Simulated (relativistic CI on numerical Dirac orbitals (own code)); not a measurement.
# Pb⁵⁴⁺: q coefficients and field-shift factors

Method of calculation: Dirac-Coulomb-Breit CI, separate exchange-only KLI orbitals for each configuration, derivatives by finite differences, unscaled Slater integrals, QED left out (own radial code, finite nucleus).

Configurations in the expansion (outside the closed core [Ne] 3s2): 3p⁶3d¹⁰, 3p⁶3d⁹4s, 3p⁶3d⁹4p, 3p⁶3d⁹4d, 3p⁵3d¹⁰4s, 3p⁶3d⁹4f, 3p⁵3d¹⁰4p, 3p⁶3d⁸4s². Levels of other configurations are missing.

With x = (α/α₀)² − 1 an excitation energy changes as ω = ω₀ + qx; K = 2q/ω₀ is the relative enhancement. Terms are leading LS components, so labels can repeat. The field-shift factor is F = δν/δ⟨r²⟩ for the transition from the lowest level.

Lowest level 3p⁶3d¹⁰ ¹S0.

```csv
Level,ω₀ (cm⁻¹),q (cm⁻¹),K,F (GHz/fm²)
3p⁶3d⁹4s ³D3,16463322,-2.742e+06,-0.333,5680
3p⁶3d⁹4s ¹D2,16481379,-2.738e+06,-0.332,5680
3p⁶3d⁹4s ³D1,17343072,-1.846e+06,-0.213,5720
3p⁶3d⁹4s ³D2,17354153,-1.846e+06,-0.213,5720
3p⁶3d⁹4p ³P°2,17421586,-2.532e+06,-0.291,729
3p⁶3d⁹4p ³F°3,17432607,-2.534e+06,-0.291,723
3p⁶3d⁹4p ³F°2,18301122,-1.641e+06,-0.179,759
3p⁶3d⁹4p ³D°1,18333723,-1.632e+06,-0.178,758
3p⁶3d⁹4p ³F°4,18850111,-701300,-0.0744,288
3p⁶3d⁹4p ¹D°2,18866106,-703200,-0.0746,301
3p⁶3d⁹4p ¹P°1,18876964,-701200,-0.0743,306
3p⁶3d⁹4p ³D°3,18897347,-698100,-0.0739,288
3p⁶3d⁹4p ³P°0,19698860,199600,0.0203,328
3p⁶3d⁹4p ³P°1,19739049,193400,0.0196,331
3p⁶3d⁹4p ³F°3,19742724,194100,0.0197,324
3p⁶3d⁹4p ³D°2,19766896,193800,0.0196,330
3p⁶3d⁹4d ³P1,20213306,-620100,-0.0614,310
3p⁶3d⁹4d ³G4,20258763,-620900,-0.0613,305
3p⁶3d⁹4d ³D2,20272046,-619400,-0.0611,308
3p⁶3d⁹4d ³F3,20294696,-616500,-0.0608,306
3p⁶3d⁹4d ¹P1,20532300,-305400,-0.0297,317
3p⁶3d⁹4d ³G5,20548573,-305400,-0.0297,317
3p⁶3d⁹4d ³D3,20586199,-301500,-0.0293,318
```

At this charge energies of transitions that change n are usually good to better than 1 %, and those within a shell (Δn = 0) to a few per cent.
